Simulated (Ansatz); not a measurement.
`BCCBO` and `BCCCl` differ in one atom or group.

Ansatz, PBE0-D4/def2-TZVP geometries, multiplicity 1. Each molecule was computed in one conformer, which needn't be the lowest.

| property | `BCCBO` |
| --- | --- |
| LUMO energy (PBE/def2-TZVPP) / eV | -2.34 |
| HOMO–LUMO gap (PBE/def2-TZVPP) / eV | 4.39 |
| HOMO energy (PBE0/def2-TZVPP) / eV | -8.11 |
| LUMO energy (PBE0/def2-TZVPP) / eV | -1.31 |
| HOMO energy (PBE/def2-TZVPP) / eV | -6.73 |
| HOMO–LUMO gap (B3LYP/def2-TZVPP) / eV | 6.37 |

(1) Give the same properties after the change, and the shifts. (An estimate is asked.)

## Answers

(1) Computed: 
| property | `BCCCl` | shift |
| --- | --- | --- |
| LUMO energy (PBE/def2-TZVPP) / eV | -2.51 | -0.17 |
| HOMO–LUMO gap (PBE/def2-TZVPP) / eV | 4.42 | 0.03 |
| HOMO energy (PBE0/def2-TZVPP) / eV | -8.34 | -0.23 |
| LUMO energy (PBE0/def2-TZVPP) / eV | -1.47 | -0.16 |
| HOMO energy (PBE/def2-TZVPP) / eV | -6.94 | -0.21 |
| HOMO–LUMO gap (B3LYP/def2-TZVPP) / eV | 6.38 | 0.01 |

With PBE0 the HOMO falls by 0.23 eV and the LUMO falls by 0.16 eV, so the gap widens by about 0.07 eV. PBE moves the HOMO by -0.21 eV and ωB97M-V by -0.22 eV.

B3LYP here is the variant with VWN-RPA as its local correlation; programs differ in this.
